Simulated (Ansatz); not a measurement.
Task: Predict a relaxed structure of (MgSe)4 cube (Mg4Se4), charge 0, singlet, at r2SCAN-D4/def2-SVP (Ansatz).

Result: 
Cartesian coordinates in Å:
```
Mg -1.5673 -0.5340 0.8578
Mg -0.2899 1.6235 -0.8704
Mg 0.4977 -1.2938 -1.2473
Mg 1.3595 0.2043 1.2599
Se -0.6681 1.7368 1.6743
Se -1.8250 -0.2742 -1.6913
Se 0.3892 -2.1793 1.1684
Se 2.1039 0.7167 -1.1515
```
Point group Td (tolerance 0.1 Å). This is one stationary point.
